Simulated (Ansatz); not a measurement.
Program: Ansatz. Geometries: PBE0-D4/def2-TZVP. ΔE: electronic, gas phase. CCSD(T)/CBS is the MP2 limit (def2-TZVPP, def2-QZVPP) plus CCSD(T) − MP2 in def2-TZVPP, frozen cores. This one scheme is used for every species. DFT in def2-TZVPP. B3LYP here is the variant with VWN-RPA as its local correlation; programs differ in this. Elements past krypton have def2 core potentials. For Sn outer-core shells are correlated without core-valence functions, which leaves a few kJ/mol of doubt a bond. Each species was taken in one conformer, which may not be the lowest.

Reaction (cleavage of the Si–Sn bond): `[SiH3][NH][SnH2][SiH3]` + `BS` → `BS[SiH3]` + `[SiH3][NH][SnH3]`

| level | ΔE (kJ/mol) | difference from CCSD(T)/CBS |
| --- | --- | --- |
| PBE-D4 | -10.0 | 6.3 |
| PBE0-D4 | -13.3 | 3.0 |
| B3LYP-D4 | -14.8 | 1.5 |
| ωB97X-V | -19.2 | -2.9 |
| ωB97M-V | -19.8 | -3.5 |
| PBE | -11.8 | 4.5 |
| r2SCAN | -18.4 | -2.1 |
| B3LYP | -17.5 | -1.2 |
| CCSD/def2-TZVPP | -19.3 | -3.0 |
| CCSD/CBS(def2) | -16.9 | -0.6 |
| CCSD(T)/CBS | -16.3 | 0 |

Largest T1 diagnostic among the species: 0.015.

In def2-TZVPP, CCSD(T) changes the Hartree–Fock value by +11.8 kJ/mol (the triples alone add +0.5 kJ/mol) and MP2 by +7.6 kJ/mol. From PBE to PBE0 (25 % exact exchange), in def2-TZVPP and without D4, ΔE moves by −3.5 kJ/mol.
